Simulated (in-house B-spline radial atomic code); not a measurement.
Configurations of K+, with energies counted from [Ne] 3s2 3p6. All numbers are computed (non-relativistic LC-wPBE, spin-polarised, spherical fractional occupations, exact exchange averaged over the configuration; point nucleus) with a B-spline radial code for spherical atoms, not measured. Shells without spins written out take the highest spin.

Occupations are held fixed; configurations that lie above the ionisation limit could autoionise.

```tsv
configuration	E - E(ref) (eV)	highest orbital	its <r> (bohr)
[Ne] 3s2 3p5 3d1	21.083	3d up	2.275
[Ne] 3s2 3p5 4f1	28.182	4f up	8.779
[Ne] 3s1 3p6 4d1	44.252	4d up	6.753
[He] 2s2 2p5 3s2 3p6 3d1	295.98	3d up	2.042
[He] 2s2 2p5 3s2 3p6 4s1	295.99	4s up	3.69
[He] 2s2 2p5 3s2 3p6 4d1	302.21	4d up	6.545
```

Question: Order these further configurations by energy, lowest first.
A. [Ne] 3s2 3p5 4p1
B. [Ne] 3s1 3p6 4f1
C. [Ne] 3s1 3p6 3d1
D. [Ne] 3s2 3p5 4d1
E. [Ne] 3s2 3p5 4s1

Answer: E (20.5 eV), A (23.276 eV), D (26.654 eV), C (38.442 eV), B (45.819 eV).

Question: How far above the reference does [He] 2s2 2p5 3s2 3p6 4f1 lie?

Answer: 303.91 eV; its least bound orbital is 4f up with <r> = 8.791 bohr.
